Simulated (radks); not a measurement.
Values are calculated unless marked as measured or tabulated.
All-electron atom: In32+ in [Ne] 3s2 3p5.

Code: a radial shooting solver on a logarithmic mesh with Libxc functionals. Model: scalar-relativistic Kohn-Sham, PBE, spin-polarised, spherical densities, point nucleus; open shells are filled with parallel spins first (spin-orbit coupling, left out, can overturn this in heavy ions).

Energy parts (hartree):
total: -5110.77604
kinetic: 5358.25456
electron-nucleus: -11202.14139
Hartree: 836.94620
exchange-correlation: -103.83542

Orbitals (lengths in bohr, moments of r in powers of bohr; <r^-3> diverges for s and p1/2; r(max) is where P^2 peaks; r(90%) holds 90 % of the orbital's charge):
| orbital | occ. | eigenvalue (hartree) | <r^-3> | <1/r> | r(max) | r(90%) |
|---|---|---|---|---|---|---|
| 1s up | 1 | -1081.748 | - | 51.86 | 0.01922 | 0.0534 |
| 1s down | 1 | -1081.675 | - | 51.86 | 0.01922 | 0.0534 |
| 2s up | 1 | -212.8758 | - | 11.94 | 0.1081 | 0.196 |
| 2s down | 1 | -212.8259 | - | 11.94 | 0.1081 | 0.196 |
| 2p up | 3 | -197.7157 | 4454 | 11.48 | 0.08649 | 0.180 |
| 2p down | 3 | -197.6409 | 4453 | 11.48 | 0.08652 | 0.180 |
| 3s up | 1 | -79.17835 | - | 4.715 | 0.2962 | 0.457 |
| 3s down | 1 | -78.96948 | - | 4.711 | 0.2963 | 0.458 |
| 3p up | 3 | -74.33826 | 1064 | 4.544 | 0.2858 | 0.454 |
| 3p down | 2 | -74.12745 | 1063 | 4.541 | 0.2858 | 0.454 |
| 3d up | 0 | -68.14957 | 157.0 | 4.347 | 0.2295 | 0.416 |
| 3d down | 0 | -67.97186 | 157.3 | 4.350 | 0.2291 | 0.416 |
| 4s up | 0 | -40.53620 | - | 2.449 | 0.6024 | 0.845 |
| 4s down | 0 | -40.46386 | - | 2.446 | 0.6030 | 0.846 |

The highest occupied level is 3p down at -2017.1 eV. Summed over all electrons, <r^2> = 0.8976 bohr^2, which gives a Langevin (diamagnetic) susceptibility term of -0.711 x 10^-6 cm^3/mol.
